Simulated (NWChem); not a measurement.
System: ZrH$_{2}$I$_{2}$; SMILES [I][ZrH2][I]

Results from NWChem. Coordinates come from a PBE-D3(BJ)/def2-SVP optimisation. def2 effective core potentials on Zr, I; no spin-orbit coupling.

Task: Estimate the computed values for B3LYP/def2-SVP. Quantities: highest occupied level (eV); orbital gap (eV); dipole (D).

Result: 
```yaml
highest occupied level (eV): -7.90
orbital gap (eV): 4.81
dipole (D): 0.17
```
